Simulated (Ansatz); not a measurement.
Start from `C=NC(F)O[SiH3]` and change one atom or group to get `C=NC(F)N[SiH3]`.

Ansatz, PBE0-D4/def2-TZVP geometries, multiplicity 1. Each molecule was computed in one conformer, which needn't be the lowest.

| property | `C=NC(F)O[SiH3]` |
| --- | --- |
| HOMO–LUMO gap (B3LYP/def2-TZVPP) / eV | 6.54 |
| size of the dipole moment (B3LYP/def2-TZVPP) / D | 2.12 |
| LUMO energy (PBE0/def2-TZVPP) / eV | -1.24 |
| HOMO–LUMO gap (PBE0/def2-TZVPP) / eV | 7.02 |
| size of the dipole moment (ωB97M-V/def2-TZVPP) / D | 2.17 |
| HOMO–LUMO gap (PBE/def2-TZVPP) / eV | 4.41 |

Q: What does the change do to each property? (An estimate is asked.)

A: Ansatz gave: 
```
                                          property  `C=NC(F)N[SiH3]`  shift
             HOMO–LUMO gap (B3LYP/def2-TZVPP) / eV              6.28  -0.26
  size of the dipole moment (B3LYP/def2-TZVPP) / D              1.06  -1.06
                LUMO energy (PBE0/def2-TZVPP) / eV             -0.84   0.40
              HOMO–LUMO gap (PBE0/def2-TZVPP) / eV              6.77  -0.25
size of the dipole moment (ωB97M-V/def2-TZVPP) / D              1.12  -1.05
               HOMO–LUMO gap (PBE/def2-TZVPP) / eV              4.22  -0.19
```

With PBE0 the HOMO rises by 0.64 eV and the LUMO rises by 0.40 eV, so the gap narrows by about 0.24 eV. PBE moves the HOMO by 0.58 eV and ωB97M-V by 0.65 eV. Dipoles are sizes alone; their direction can turn.

B3LYP here is the variant with VWN-RPA as its local correlation; programs differ in this.
